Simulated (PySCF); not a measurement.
## Rb: excitation energy

Rb [Kr] 5s1 (2S) → Rb [Kr] 5p1 (2P), as a difference of total energies. Computed with PySCF 2.14 in x2c-TZVPPall with one added diffuse shell each of s, p, d, f type (9s7p7d3f1g, 95 functions), with the spin-free X2C one-electron Hamiltonian (Gaussian nucleus). Correlated levels: valence and next inner shell: [Ar] 3d10 frozen. The calculations carry no spin-orbit coupling.

```
                                method  excitation energy (eV)
                                   UHF                   1.342
                                   LDA                   1.518
                                   PBE                   1.361
                                  PBE0                   1.365
                                r2SCAN                   1.309
                                 B3LYP                   1.454
                                  TPSS                   1.250
                                  MN15                   1.609
                               wB97M-V                   1.567
    MP2 (valence and next inner shell)                   1.541
SCS-MP2 (valence and next inner shell)                   1.502
```

Question: How much does correlation contribute at MP2 (valence and next inner shell)?

Answer: 1.541 − (1.342) = 0.199 eV, measured against UHF.

Errors of the correlated levels include the incompleteness of this basis and the frozen core.

For comparison: 1.579 eV (measured; NIST levels, between the centres of gravity of the two terms).
